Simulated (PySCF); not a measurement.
A GIAO shielding run with PySCF 2.14.0 with density-fitted response routines (density fitting, non-relativistic, gas phase) on `CS[SiH2]C(=O)N(C)C`, C4H11NOSSi:

```
$ OMP_NUM_THREADS=1 python probes_run.py task.json out

{"job": {"kind": "nmr", "xc": "WP04", "basis": "pcSseg-1", "pop": false}, "charge": 0, "multiplicity": 1}
C      3.707142     0.254809     0.425944
S      2.014220     0.891930     0.643717
Si     1.028851    -0.071894    -1.000404
C     -0.801691     0.541879    -1.050514
O     -1.126449     1.160867    -2.051430
N     -1.661403     0.277021    -0.025728
C     -1.307229    -0.477834     1.145530
C     -3.026273     0.734554    -0.117474
H      4.318761     0.706424     1.218655
H      4.122436     0.549142    -0.548432
H      3.742054    -0.838800     0.531244
H      1.638605     0.324058    -2.299178
H      1.127959    -1.561763    -0.852622
H     -1.847719    -1.440167     1.186084
H     -0.227381    -0.678913     1.172286
H     -1.551257     0.089062     2.059892
H     -3.728309    -0.117127    -0.129512
H     -3.279602     1.378810     0.741188
H     -3.133513     1.304368    -1.048436
```

Hardware: 1 thread of an Intel Xeon 6975P-C, shared host.

Problem. How large is the calculation?

Solution. 80 electrons, 205 basis functions and 1105 auxiliary functions.

Problem. How long does it take, and how much memory does it need?

Solution. 24 s of wall time, with 15 SCF cycles and 4 response iterations; peak memory 0.99 GiB. Times on a shared host scatter by some tens of per cent.

Problem. And these other runs on the same molecule and hardware: GIAO shielding at PBE0/pcSseg-1?

Solution. PBE0/pcSseg-1: 205 functions, 27 s.
